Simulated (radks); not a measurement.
Rh II, configuration [Kr] 4d6 5p2 (not the ground configuration). Calculated with a radial shooting solver on a logarithmic mesh with Libxc functionals: Dirac Kohn-Sham, PBEsol, spin-unpolarised, spherical densities, finite nucleus; open shells fill j = l - 1/2 first; Fermi nuclear charge, rms radius 4.4945 fm.

Spin-orbit splittings of the eigenvalues, e(l+1/2) - e(l-1/2), with zeta = 2 splitting/(2l+1) and mean radii in bohr:

shell  occ.  splitting (eV)  zeta (eV)  <r> j=l-1/2  <r> j=l+1/2
2p        6           144.5      96.32       0.1203       0.1252
3p        6           24.87      16.58       0.3832       0.3940
3d       10           4.907      1.963       0.3684       0.3719
4p        6           4.022      2.681        1.047        1.076
4d        6          0.4749     0.1899        1.397        1.413
5p        2          0.3534     0.2356        3.266        3.354
